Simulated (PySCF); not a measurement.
Pt²⁺: excitation energy

Pt²⁺ [Xe] 4f14 5d8 (3F) → Pt²⁺ [Xe] 4f14 5d7 6p1 (high-spin determinant), as a difference of total energies. All numbers are calculated (PySCF 2.14, scalar relativity by spin-free X2C-1e, in x2c-TZVPPall with one added diffuse shell each of s, p, d, f type (12s8p8d4f1g, 113 functions)). Correlated levels: valence and next inner shell: [Kr] 4d10 4f14 frozen. The calculations carry no spin-orbit coupling.

| method | excitation energy (eV) |
| --- | --- |
| UHF | 10.442 |
| MP2 (valence and next inner shell) | 11.148 |
| SCS-MP2 (valence and next inner shell) | 11.285 |
| CCSD (valence and next inner shell) | 11.029 |
| CCSD(T) (valence and next inner shell) | 11.027 |

Problem. How much does correlation contribute at CCSD(T) (valence and next inner shell)?

Solution. 11.027 − (10.442) = 0.585 eV, measured against UHF.

A first-order spin-orbit estimate (lowest level to lowest level, LS coupling) adds 0.379 eV.

The determinant of the upper state mixes LS terms, which raises its energy above the lowest term, most at the Hartree-Fock and MP2 levels.
